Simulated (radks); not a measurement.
Effect of the nuclear size on the rhodium ion Rh6+, [Kr] 4d3. Calculated with a radial shooting solver on a logarithmic mesh with Libxc functionals: Dirac Kohn-Sham, BLYP, spin-unpolarised, spherical densities, finite nucleus; open shells are shared between the two j in proportion to 2j + 1; Fermi nuclear charge, rms radius 4.4945 fm. The rms radius is varied about that value; shifts are against it.

| rms radius (fm) | total energy shift (eV) | density at nucleus (e/bohr^3) | 1s1/2 shift (meV) | 2s1/2 shift (meV) | 4s1/2 shift (meV) | 4p1/2 shift (meV) | 4d5/2 shift (meV) | 5s1/2 (empty) shift (meV) |
|---|---|---|---|---|---|---|---|---|
| 4.0136 | -0.445 | 1.228e+05 | -188 | -20.6 | -0.717 | 0.056 | 0.040 | -0.167 |
| 4.099 | -0.370 | 1.225e+05 | -156 | -17.1 | -0.595 | 0.046 | 0.033 | -0.139 |
| 4.4945 | 0 | 1.211e+05 | 0.000 | 0.000 | 0.000 | 0.000 | 0.000 | 0.000 |
| 4.6698 | 0.173 | 1.205e+05 | 73.1 | 8.02 | 0.279 | -0.022 | -0.016 | 0.065 |
| 5.1552 | 0.684 | 1.19e+05 | 288 | 31.6 | 1.10 | -0.086 | -0.062 | 0.256 |

Slopes of the eigenvalues against <r^2> in GHz/fm^2, as finite differences over the two radii next to the reference (eigenvalue slopes, not the field-shift constants of lines): 1s1/2 11100, 2s1/2 1210, 4s1/2 42.2, 4p1/2 -3.30, 4d5/2 -2.37, 5s1/2 (empty) 9.84.
